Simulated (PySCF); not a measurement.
CH7GaN2. Atoms are numbered in the order given.

```xyz
11

Ga     0.0011     0.0025     0.0021
C     -1.4084    -1.3443    -0.2622
H     -1.1286    -2.0332    -1.0760
H     -2.3630    -0.8679    -0.5347
H     -1.5639    -1.9421     0.6493
N      0.0059     1.5941    -0.8948
H     -0.6341     1.8038    -1.6547
H      0.7745     2.2578    -0.8737
N      1.3949    -0.2581     1.1533
H      2.0920     0.4465     1.3751
H      1.4335    -1.0286     1.8133
```

Geometry: TPSSh-D3(BJ)/def2-SVP. The structure was generated by enumeration; whether it is a known compound was not checked. One conformer was computed; it need not be the lowest.

The numbers are results of M06-2X/def2-TZVP (PySCF), not measurements.

Atomic charges (e):

```
atom  meta-Löwdin  Löwdin
----  -----------  ------
Ga1    (withheld)    0.18
C2     (withheld)   -0.52
H3     (withheld)    0.13
H4     (withheld)    0.13
H5     (withheld)    0.13
N6          -0.72   -0.33
H7           0.23    0.15
H8           0.22    0.15
N9          -0.72   -0.33
H10          0.22    0.15
H11          0.23    0.15
```

Task: Some entries are withheld; supply them. (An estimate is asked for; the answer gives what the named calculation found.)

Result: 
- Ga1, meta-Löwdin: 0.76
- C2, meta-Löwdin: -0.60
- H3, meta-Löwdin: 0.13
- H4, meta-Löwdin: 0.12
- H5, meta-Löwdin: 0.12
